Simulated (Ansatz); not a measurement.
Compare A (`N[SiH2]C=O`) with its isomer B (`OC1N[SiH2]1`).

Isolated molecules relaxed with PBE0-D4/def2-TZVP in Ansatz; ΔE leaves out vibrations. CBS: MP2 limit from def2 TZ/QZ plus the TZ coupled-cluster correction, frozen cores. Functionals use def2-TZVPP. Each species was taken in one conformer, which may not be the lowest.

**Question.** Which isomer does CCSD(T)/CBS put lower? Give the gap. (Estimate.)

**Answer.** Computed: A, by 30.8 kcal/mol.

**Question.** Give E(B) − E(A) in kcal/mol with CCSD/def2-TZVPP, PBE0-D4, MP2/def2-TZVPP, LDA (SPW92), r2SCAN-D4, CCSD(T)/def2-TZVPP, CCSD(T)/def2-SVP. (Best estimate.)

**Answer.** Ansatz gave: CCSD/def2-TZVPP 31.9, PBE0-D4 27.3, MP2/def2-TZVPP 29.9, LDA (SPW92) 20.7, r2SCAN-D4 29.0, CCSD(T)/def2-TZVPP 31.3, CCSD(T)/def2-SVP 32.4. None reverses the order clearly.

**Question.** Does the order hold for the free energy at 298.15 K (harmonic terms from PBE0-D4)? (Estimate.)

**Answer.** Computed: Yes: G(B) − G(A) = +33.4 kcal/mol, for one conformer each.

Largest T1 diagnostic: 0.014.

At CCSD(T), def2-SVP lies +1.6 kcal/mol from the extrapolated value and def2-TZVPP +0.5 kcal/mol. In def2-TZVPP, CCSD(T) changes the Hartree–Fock value by −7.8 kcal/mol (the triples alone add −0.7 kcal/mol) and MP2 by −9.1 kcal/mol.
